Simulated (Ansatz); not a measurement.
Geometry optimisation, Ansatz 0.2.0, RKS PBE0/def2-SVP.

Input:

```yaml
crystal:
  periodic: [false, false, false]
  atoms:
    - { symbol: Al, position_ang: [-0.004951, 0.241713, -0.039624] }
    - { symbol: Cl, position_ang: [-0.004399, 0.439137, 2.142121] }
    - { symbol: Cl, position_ang: [1.804013, 0.315933, -1.053033] }
    - { symbol: Cl, position_ang: [-1.81799, 0.27017, -1.048215] }
    - { symbol: F, position_ang: [0.079241, -2.458011, 0.94166] }
    - { symbol: H, position_ang: [0.089386, -2.105142, 1.797892] }
basis:
  gaussian: { orbitals: def2-SVP }
hamiltonian:
  xc: pbe0
relax:
  f_tol: 0.03
  max_steps: 50
```

Command:

```bash
$ ansatz run input.yaml --threads 2 --pin off --max-ram 3072MiB --backend cpu --events-out ev --progress --plain --runs-dir out
```

Where does it end, and by what steps?

The forces met the threshold. After 9 steps the energy has fallen by 0.529 eV; F5 moved furthest, 0.53 Å. Joined: Al1–F5 (2.87 → 1.99 Å).

| step | energy less start (eV) | largest force component (eV/Å) | accepted |
| --- | --- | --- | --- |
| 0 | 0.0000 | 1.306 | yes |
| 1 | -0.1831 | 0.590 | yes |
| 2 | -0.3980 | 0.932 | yes |
| 3 | -0.4607 | 1.063 | yes |
| 4 | -0.5182 | 0.143 | yes |
| 5 | -0.5235 | 0.082 | yes |
| 6 | -0.5270 | 0.072 | yes |
| 7 | -0.5284 | 0.087 | yes |
| 8 | -0.5287 | 0.034 | yes |
| 9 | -0.5288 | 0.001 | yes |

```xyz
6
Properties=species:S:1:pos:R:3
Al 0.013 -0.099 0.089
Cl 0.013 0.326 2.197
Cl 1.818 0.163 -0.927
Cl -1.812 0.081 -0.911
F 0.058 -1.997 0.681
H 0.056 -1.770 1.611
```

Run time: 17 s on 2 threads of Intel(R) Xeon(R) Platinum 8488C (Sapphire Rapids) (shared host), peak memory 0.22 GiB.
